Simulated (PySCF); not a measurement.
FH4NSi, SMILES N[SiH2]F.

Coordinates come from a PBE0-D3(BJ)/def2-TZVP optimisation. The values are those of a single conformer.

Method: TDA-B3LYP/def2-SVPD (PySCF).

Vertical excitations.  State labels are in the subgroup Cs.

Q: Estimate the UV-visible absorptions. (An estimate is asked for; the answer gives what the named calculation found.)

A: 
| state | symmetry | energy (eV) | λ (nm) | f | main pairs |
|---|---|---|---|---|---|
| S1 | A' | 6.85 | 181 | 0.047 | HOMO→LUMO 99 % |
| S2 | A' | 8.04 | 154 | 0.078 | HOMO→LUMO+1 90 % |
| S3 | A" | 8.26 | 150 | 0.033 | HOMO−1→LUMO 98 % |
| S4 | A' | 8.38 | 148 | 0.006 | HOMO→LUMO+2 99 % |
| S5 | A" | 8.49 | 146 | 0.000 | HOMO→LUMO+4 96 % |
| S6 | A' | 8.57 | 145 | 0.020 | HOMO→LUMO+3 92 % |
| S7 | A" | 8.89 | 139 | 0.004 | HOMO−1→LUMO+1 94 % |
| S8 | A" | 8.98 | 138 | 0.013 | HOMO→LUMO+5 94 % |
| S9 | A" | 9.53 | 130 | 0.048 | HOMO−1→LUMO+2 98 % |
| S10 | A' | 9.58 | 129 | 0.094 | HOMO−2→LUMO 95 % |
| T1 | A' | 6.44 | 192 | 0 | HOMO→LUMO 97 % |
| T2 | A' | 7.27 | 171 | 0 | HOMO→LUMO+1 93 % |
| T3 | A" | 7.88 | 157 | 0 | HOMO−1→LUMO 85 % |
| T4 | A' | 8.21 | 151 | 0 | HOMO→LUMO+2 90 % |
Triplets are in the Tamm–Dancoff approximation.
